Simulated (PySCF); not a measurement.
PySCF input (TPSSh/def2-TZVPD):

```python
from pyscf import gto, scf, dft

mol = gto.M(
    atom='''
    O    -1.01533338    0.59968429    0.23844512
    C    -0.30118457   -0.42178426   -0.11687404
    O     1.20100748   -0.11743499   -0.09687140
    H    -0.44830138   -0.79517974   -1.17341875
    H    -0.36211419   -1.33371291    0.54797780
    H     1.13213022    0.80160381    0.19409539
    ''',
    basis='def2-tzvpd',
    charge=-1,
    spin=0,
    verbose=4,
)

mf = dft.RKS(mol, xc='tpssh').density_fit(auxbasis='def2-universal-jkfit')
mf.grids.level = 3
mf.conv_tol = 1e-9
mf.max_cycle = 100
mf.max_memory = 1500
mf.kernel()
if not mf.converged:
    mf = mf.newton()
    mf.kernel(mf.make_rdm1())
mf.analyze()
```

Output:

```
PySCF version 2.14.0

[INPUT] verbose = 4
[INPUT] num. atoms = 6
[INPUT] num. electrons = 26
[INPUT] charge = -1
[INPUT] spin (= nelec alpha-beta = 2S) = 0
[INPUT] symmetry False subgroup None
[INPUT] Mole.unit = angstrom
[INPUT] Symbol           X                Y                Z      unit          X                Y                Z       unit  Magmom
[INPUT]  1 O     -1.015333380000   0.599684290000   0.238445120000 AA   -1.918702013329   1.133239069304   0.450595972539 Bohr   0.0
[INPUT]  2 C     -0.301184570000  -0.421784260000  -0.116874040000 AA   -0.569156350245  -0.797056735052  -0.220859926671 Bohr   0.0
[INPUT]  3 O      1.201007480000  -0.117434990000  -0.096871400000 AA    2.269575210754  -0.221919968541  -0.183060415303 Bohr   0.0
[INPUT]  4 H     -0.448301380000  -0.795179740000  -1.173418750000 AA   -0.847166829465  -1.502671928403  -2.217440066929 Bohr   0.0
[INPUT]  5 H     -0.362114190000  -1.333712910000   0.547977800000 AA   -0.684296644919  -2.520352128697   1.035527964342 Bohr   0.0
[INPUT]  6 H      1.132130220000   0.801603810000   0.194095390000 AA    2.139416053144   1.514811661308   0.366787129141 Bohr   0.0

nuclear repulsion = 73.0460073466824
number of shells = 56
number of NR pGTOs = 195
number of NR cGTOs = 144
basis = def2-tzvpd
ecp = {}

******** <class 'pyscf.df.df_jk.DFRKS'> ********
method = DFRKS
initial guess = minao
damping factor = 0
level_shift factor = 0
DIIS = <class 'pyscf.scf.diis.CDIIS'>
diis_start_cycle = 1
diis_space = 8
diis_damp = 0
SCF conv_tol = 1e-09
SCF conv_tol_grad = None
SCF max_cycles = 100
direct_scf = False
XC library pyscf.dft.libxc version 7.1.2
    S. Lehtola, C. Steigemann, M. J. T. Oliveira, and M. A. L. Marques,  SoftwareX 7, 1–5 (2018)
XC functionals = tpssh
    V. N. Staroverov, G. E. Scuseria, J. Tao, and J. P. Perdew,  J. Chem. Phys. 119, 12129 (2003)
radial grids:
    Treutler-Ahlrichs [JCP 102, 346 (1995); DOI:10.1063/1.469408] (M4) radial grids

becke partition: Becke, JCP 88, 2547 (1988); DOI:10.1063/1.454033
pruning grids: <function nwchem_prune>
grids dens level: 3
symmetrized grids: False
atomic radii adjust function: <function treutler_atomic_radii_adjust>
small_rho_cutoff = 0
Set gradient conv threshold to 3.16228e-05
Initial guess from minao.
tot grids = 71712
******** <class 'pyscf.df.df.DF'> ********
auxbasis = def2-universal-jkfit
init E= -190.495697605809
  HOMO = -0.308088505611124  LUMO = -0.0117323814146992  gap/eV = 8.06426
cycle= 1 E= -190.177840653649  delta_E= 0.318  |g|= 1.15  |ddm|=  1.7
  HOMO = 0.193372304111275  LUMO = 0.214893387755424  gap/eV = 0.58562
cycle= 2 E= -185.90206583998  delta_E= 4.28  |g|= 3.29  |ddm|=  206
[...]
cycle= 11 E= -190.439149422811  delta_E= -8.23e-10  |g|= 5.21e-06  |ddm|= 0.000139
  HOMO = 0.026260723275648  LUMO = 0.15878648112604  gap/eV = 3.60621
Extra cycle  E= -190.439149422797  delta_E= 1.39e-11  |g|= 1.04e-05  |ddm|= 2.65e-05
converged SCF energy = -190.439149422797
**** SCF Summaries ****
Total Energy =                        -190.439149422797016
Nuclear Repulsion Energy =              73.046007346682373
One-electron Energy =                 -411.898526211424269
Two-electron Energy =                  148.413369441944894
Two-electron Coulomb Energy =          172.347756643875215
DFT Exchange-Correlation Energy =      -23.934387201930310
HOMO-LUMO gap [eV] =                     3.606209554460050
**** MO energy ****
MO #1   energy= -18.823829905805   occ= 2
MO #2   energy= -18.7524051712922  occ= 2
MO #3   energy= -9.96988169138837  occ= 2
MO #4   energy= -0.767953201657225 occ= 2
MO #5   energy= -0.684560862093374 occ= 2
MO #6   energy= -0.380221211499475 occ= 2
MO #7   energy= -0.211624733410332 occ= 2
MO #8   energy= -0.207741876236339 occ= 2
MO #9   energy= -0.182377997497607 occ= 2
MO #10  energy= -0.124233816119343 occ= 2
MO #11  energy= -0.0486789898105187 occ= 2
MO #12  energy= 0.00149285222905249 occ= 2
MO #13  energy= 0.026260723275648  occ= 2
MO #14  energy= 0.15878648112604   occ= 0
MO #15  energy= 0.181796974597498  occ= 0
MO #16  energy= 0.189628813743236  occ= 0
MO #17  energy= 0.201875935572239  occ= 0
MO #18  energy= 0.235403739623907  occ= 0
MO #19  energy= 0.237754983861558  occ= 0
MO #20  energy= 0.241207293498288  occ= 0
MO #21  energy= 0.274468440967969  occ= 0
MO #22  energy= 0.279252555913349  occ= 0
MO #23  energy= 0.29461083113535   occ= 0
MO #24  energy= 0.320315976971699  occ= 0
MO #25  energy= 0.36640049359233   occ= 0
MO #26  energy= 0.38697456827866   occ= 0
MO #27  energy= 0.395659743800765  occ= 0
MO #28  energy= 0.400052272044638  occ= 0
MO #29  energy= 0.418729245262481  occ= 0
MO #30  energy= 0.426775331898583  occ= 0
MO #31  energy= 0.439260738698939  occ= 0
MO #32  energy= 0.446099060341486  occ= 0
MO #33  energy= 0.459933142588947  occ= 0
MO #34  energy= 0.472080162108907  occ= 0
MO #35  energy= 0.48016575707207   occ= 0
MO #36  energy= 0.500854057945763  occ= 0
MO #37  energy= 0.518974490746629  occ= 0
MO #38  energy= 0.540711793222402  occ= 0
MO #39  energy= 0.548747271068996  occ= 0
MO #40  energy= 0.557594079547126  occ= 0
MO #41  energy= 0.591289354746085  occ= 0
MO #42  energy= 0.608642923295893  occ= 0
MO #43  energy= 0.619399194581491  occ= 0
MO #44  energy= 0.653306417212911  occ= 0
MO #45  energy= 0.65723415677423   occ= 0
MO #46  energy= 0.716521242427332  occ= 0
MO #47  energy= 0.724543203709582  occ= 0
MO #48  energy= 0.728322197005885  occ= 0
MO #49  energy= 0.759219202985559  occ= 0
MO #50  energy= 0.766050236863394  occ= 0
MO #51  energy= 0.795469395278364  occ= 0
MO #52  energy= 0.797573080895331  occ= 0
MO #53  energy= 0.812839941877625  occ= 0
MO #54  energy= 0.870431391305508  occ= 0
MO #55  energy= 0.877119255503336  occ= 0
MO #56  energy= 0.879944642749438  occ= 0
MO #57  energy= 0.894996196748521  occ= 0
MO #58  energy= 0.95491816216666   occ= 0
MO #59  energy= 1.02833066339022   occ= 0
MO #60  energy= 1.07658886219648   occ= 0
MO #61  energy= 1.09071440026452   occ= 0
MO #62  energy= 1.11418370566553   occ= 0
MO #63  energy= 1.16928979166141   occ= 0
MO #64  energy= 1.16972372292482   occ= 0
MO #65  energy= 1.2103586539433    occ= 0
MO #66  energy= 1.25596502446351   occ= 0
MO #67  energy= 1.32254631382714   occ= 0
MO #68  energy= 1.33857353104924   occ= 0
MO #69  energy= 1.33948801855662   occ= 0
MO #70  energy= 1.38733172363027   occ= 0
MO #71  energy= 1.47329071291211   occ= 0
MO #72  energy= 1.78846731304418   occ= 0
MO #73  energy= 1.84140066541705   occ= 0
MO #74  energy= 1.84376833620952   occ= 0
MO #75  energy= 1.88561452949639   occ= 0
MO #76  energy= 1.95391259240478   occ= 0
MO #77  energy= 1.96320558457621   occ= 0
MO #78  energy= 2.00431648306071   occ= 0
MO #79  energy= 2.05397115412636   occ= 0
MO #80  energy= 2.12336760712603   occ= 0
MO #81  energy= 2.14151052529802   occ= 0
MO #82  energy= 2.15944583721255   occ= 0
MO #83  energy= 2.25259801788706   occ= 0
MO #84  energy= 2.2943223353886    occ= 0
MO #85  energy= 2.31446152384248   occ= 0
MO #86  energy= 2.41784119963716   occ= 0
MO #87  energy= 2.4792219361903    occ= 0
MO #88  energy= 2.58923328571604   occ= 0
MO #89  energy= 2.6770394948655    occ= 0
MO #90  energy= 2.69927873204336   occ= 0
MO #91  energy= 2.70493192052004   occ= 0
MO #92  energy= 2.74701280319913   occ= 0
MO #93  energy= 2.75939570314654   occ= 0
MO #94  energy= 2.84904771610556   occ= 0
MO #95  energy= 2.87143751462454   occ= 0
MO #96  energy= 2.97798225506851   occ= 0
MO #97  energy= 3.02929176033264   occ= 0
MO #98  energy= 3.21914950324886   occ= 0
MO #99  energy= 3.22777851590006   occ= 0
MO #100 energy= 3.2841979104998    occ= 0
MO #101 energy= 3.30781578571017   occ= 0
MO #102 energy= 3.38589267501106   occ= 0
MO #103 energy= 3.4385621445639    occ= 0
MO #104 energy= 3.48967854734155   occ= 0
MO #105 energy= 3.54678586841535   occ= 0
MO #106 energy= 3.58704832554411   occ= 0
MO #107 energy= 3.63190420579692   occ= 0
[...]
```

It need not be the lowest isomer of its formula. Whether it binds its extra electron was not tested at this geometry.
